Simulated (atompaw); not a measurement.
**Logarithmic derivatives: Te, PAW (atompaw)**

```
Element                 : tellurium (Te)
Generator               : atompaw 4.2.0.5
Type                    : PAW
Functional              : PBEsol
Relativity              : scalar-relativistic
Frozen core             : [Kr] 4d10
Valence charge          : 6
Reference configuration : 5s2 5p4
Partial waves           : 5s (bound): rc 2.25 bohr; 5s channel at 0.65 Ry: rc 2.20 bohr; 5p (bound): rc 2.15 bohr; 5p channel at 0.4 Ry: rc 2.15 bohr; 5d channel at 0.05 Ry: rc 2.25 bohr
Local potential         : bessel scheme, radius 1.65 bohr
Core correction         : smooth core density matched at 1.30 bohr
Augmentation charge     : sinc compensation charge, radius 2.05 bohr; PAW radius 2.25 bohr; waves and projectors: custom rrkj vanderbiltortho
```

The phase is arctan(r·u′/u) with u = r·R(r), unwrapped; energies in Ry, scanned from -3 to 5 Ry. A pole is an energy at which the radial function vanishes at the test radius. The pseudo phase is shifted by a multiple of π to meet the all-electron one at the reference energy, and phase errors are pseudo minus all-electron; the curves can meet again beyond the range given. Levels narrower than the energy grid can be missing from the lists of poles.

For each channel, where are the poles, and over which energies does the pseudopotential scatter like the atom?

| channel | radius (bohr) | reference energy (Ry) | poles, all-electron | poles, pseudo | unbroken range about the reference energy with phases within 0.05 rad | phase error 1 Ry above the reference energy (rad) |
| --- | --- | --- | --- | --- | --- | --- |
| s | 2.26 | -1.11 | 0.89 | 0.89 | below 4.0 | -0.000 |
| p | 2.26 | -0.44 | 2.49 | 2.48 | the whole range | -0.000 |
| d | 2.26 | 0.05 | -2.96 | 3.22 | -2.3 to 0.8 | -0.118 |

Phases in the d channel:

```csv
E (Ry),all-electron,pseudo
-3.00,-1.506,-1.808
-2.76,-1.706,-1.816
-2.52,-1.760,-1.825
-2.28,-1.789,-1.835
-2.04,-1.812,-1.847
-1.80,-1.833,-1.859
-1.56,-1.853,-1.874
-1.32,-1.874,-1.890
-1.08,-1.898,-1.910
-0.84,-1.925,-1.933
-0.60,-1.956,-1.961
-0.36,-1.994,-1.996
-0.12,-2.041,-2.041
0.12,-2.100,-2.100
0.36,-2.179,-2.183
0.60,-2.288,-2.304
0.84,-2.443,-2.493
1.08,-2.667,-2.799
1.32,-2.982,-3.256
1.56,-3.360,-3.741
1.80,-3.713,-4.091
2.04,-3.978,-4.308
2.28,-4.162,-4.447
2.52,-4.289,-4.543
2.76,-4.380,-4.613
3.00,-4.449,-4.669
3.24,-4.501,-4.715
3.48,-4.543,-4.757
3.72,-4.577,-4.795
3.96,-4.606,-4.833
4.20,-4.631,-4.872
4.44,-4.652,-4.915
4.68,-4.671,-4.965
4.92,-4.689,-5.025
```
